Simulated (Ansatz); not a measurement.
System: CBrF2 (charge 0, doublet). It need not be the lowest isomer of its formula. SMILES: F[C](F)Br
Geometry: optimised at B3LYP-D3(BJ)/def2-TZVP (Ansatz, a quantum-chemistry and plane-wave program).

Property: vertical electron affinity (to the singlet state of charge -1; a negative value means that the extra electron is unbound and the number depends on the basis; each state is the SCF solution reached for its spin), in eV. Correlated levels leave the core frozen unless marked. UHF or UKS for open shells. No spin-orbit coupling. The frozen core is the preceding noble-gas configuration, with the filled d and f shells of earlier blocks. No relativistic terms. Anions need diffuse functions: aug- sets have them; def2-D sets add few. CBS(X,Y): correlation extrapolated as X^-3; Hartree-Fock from the larger set. The bracket is a focal-point correction in the basis named.

```json
[
 {"level": "HF/aug-cc-pVDZ", "program": "Ansatz", "vertical electron affinity (eV)": "-0.35"},
 {"level": "HF/aug-cc-pVTZ", "program": "Ansatz", "vertical electron affinity (eV)": "-0.40"},
 {"level": "HF/aug-cc-pVQZ", "program": "Ansatz", "vertical electron affinity (eV)": "-0.40"},
 {"level": "SVWN5/def2-TZVPD", "program": "Ansatz", "vertical electron affinity (eV)": "1.02"}
]
```

Q: What does RI-MP2/CBS(aug-cc-pVTZ,aug-cc-pVQZ)+[CCSD(T)-MP2]/aug-cc-pVDZ (Ansatz) give?

A: 0.95 eV, so SVWN5/def2-TZVPD differs from it by 0.07 eV.
